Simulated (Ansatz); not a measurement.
Basis-set extrapolation for CH8O2Si2, SMILES `C[SiH2]O[SiH2]O` (PBE0-D4/def2-TZVP geometry, frozen core, the Gaussian-basis code of Ansatz). Multiplicity 1, RHF reference.

```json
{"": "HF", "def2-TZVPP": "-770.394027", "def2-QZVPP": "-770.422803"}
{"": "MP2 correlation", "def2-TZVPP": "-0.900419", "def2-QZVPP": "-0.969819"}
{"": "CCSD(T) correlation", "def2-TZVPP": "-0.980935", "def2-QZVPP": "not run"}
```

Energies in hartree. Use E(X) = E(∞) + A·exp(−7.88·√X) for Hartree–Fock and E(X) = E(∞) + B·X^(−2.97) for correlation, with X = 3 and 4, and add CCSD(T) minus MP2 of the smaller set to the MP2 limit.

Problem. What is the CCSD(T) energy at the basis-set limit?

Solution. HF limit: -770.422803 + (-0.028776) × 0.13774 = -770.42677. MP2 limit: -0.969819 + (-0.069400) × 0.74074 = -1.02123. Higher-order term: -0.980935 − (-0.900419) = -0.08052. Total: -771.52852 hartree, 96.4 kcal/mol below CCSD(T)/def2-TZVPP.
